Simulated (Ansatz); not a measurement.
Geometry optimisation, RKS B3LYP-D4/def2-SVP (Ansatz 0.2.0).

Input:

```yaml
crystal:
  periodic: [false, false, false]
  atoms:
    - { symbol: Ge, position_ang: [-0.252406, 0.030015, -1.248647] }
    - { symbol: O, position_ang: [-0.213838, -0.410148, 1.894958] }
    - { symbol: H, position_ang: [0.042078, -0.944222, -2.406751] }
    - { symbol: H, position_ang: [-1.10457, -0.590871, -0.153555] }
    - { symbol: H, position_ang: [-0.840952, 1.342389, -1.801175] }
    - { symbol: H, position_ang: [0.74349, -0.543394, 1.823627] }
    - { symbol: Br, position_ang: [1.902524, 0.660306, -0.43204] }
    - { symbol: H, position_ang: [-0.276425, 0.455824, 2.323683] }
basis:
  gaussian: { orbitals: def2-SVP }
hamiltonian:
  xc: b3lyp
  dispersion: d4
relax:
  f_tol: 0.03
  max_steps: 50
output:
  orbitals: {}
```

Command:

```bash
$ ansatz run input.yaml --threads 2 --pin off --max-ram 3072MiB --backend cpu --events-out ev --progress --plain --runs-dir out
```

Task: Where does it end, and by what steps?

Result: The forces met the threshold. The force dipped under the threshold on the way, but the program's further checks kept it going. After 23 steps the energy has fallen by 0.197 eV; H5 moved furthest, 1.03 Å.

```json
{"step": "0", "energy less start (eV)": "0.0000", "largest force component (eV/Å)": "0.494", "accepted": "yes"}
{"step": "1", "energy less start (eV)": "-0.0575", "largest force component (eV/Å)": "1.234", "accepted": "yes"}
{"step": "2", "energy less start (eV)": "-0.0397", "largest force component (eV/Å)": "1.461", "accepted": "no"}
{"step": "3", "energy less start (eV)": "-0.0958", "largest force component (eV/Å)": "0.215", "accepted": "yes"}
{"step": "4", "energy less start (eV)": "-0.1016", "largest force component (eV/Å)": "0.044", "accepted": "yes"}
{"step": "5", "energy less start (eV)": "-0.1023", "largest force component (eV/Å)": "0.052", "accepted": "yes"}
{"step": "6", "energy less start (eV)": "-0.1037", "largest force component (eV/Å)": "0.068", "accepted": "yes"}
{"step": "7", "energy less start (eV)": "-0.0798", "largest force component (eV/Å)": "1.202", "accepted": "no"}
{"step": "8", "energy less start (eV)": "-0.1085", "largest force component (eV/Å)": "0.063", "accepted": "yes"}
{"step": "9", "energy less start (eV)": "-0.1056", "largest force component (eV/Å)": "0.568", "accepted": "no"}
{"step": "10", "energy less start (eV)": "-0.1119", "largest force component (eV/Å)": "0.077", "accepted": "yes"}
{"step": "11", "energy less start (eV)": "-0.1154", "largest force component (eV/Å)": "0.161", "accepted": "yes"}
{"step": "12", "energy less start (eV)": "-0.1221", "largest force component (eV/Å)": "0.184", "accepted": "yes"}
{"step": "13", "energy less start (eV)": "-0.1325", "largest force component (eV/Å)": "0.221", "accepted": "yes"}
{"step": "14", "energy less start (eV)": "-0.1374", "largest force component (eV/Å)": "0.352", "accepted": "yes"}
{"step": "15", "energy less start (eV)": "-0.1769", "largest force component (eV/Å)": "0.091", "accepted": "yes"}
{"step": "16", "energy less start (eV)": "-0.1937", "largest force component (eV/Å)": "0.032", "accepted": "yes"}
{"step": "17", "energy less start (eV)": "-0.1793", "largest force component (eV/Å)": "1.012", "accepted": "no"}
{"step": "18", "energy less start (eV)": "-0.1951", "largest force component (eV/Å)": "0.044", "accepted": "yes"}
{"step": "19", "energy less start (eV)": "-0.1941", "largest force component (eV/Å)": "0.341", "accepted": "no"}
{"step": "20", "energy less start (eV)": "-0.1967", "largest force component (eV/Å)": "0.016", "accepted": "yes"}
{"step": "21", "energy less start (eV)": "-0.1968", "largest force component (eV/Å)": "0.144", "accepted": "yes"}
{"step": "22", "energy less start (eV)": "-0.1968", "largest force component (eV/Å)": "0.103", "accepted": "no"}
{"step": "23", "energy less start (eV)": "-0.1972", "largest force component (eV/Å)": "0.003", "accepted": "yes"}
```

```xyz
8
Properties=species:S:1:pos:R:3
Ge -0.192 -0.154 -1.204
O -0.347 -0.007 1.942
H -0.064 -0.245 -2.738
H -0.781 -1.438 -0.616
H -0.940 1.122 -0.799
H 0.575 -0.271 1.800
Br 2.027 0.042 -0.438
H -0.278 0.951 2.053
```

The run took 74 s on 2 threads of AMD EPYC 7R13 Processor (Zen 3), with other jobs on the host, peak memory 0.27 GiB.
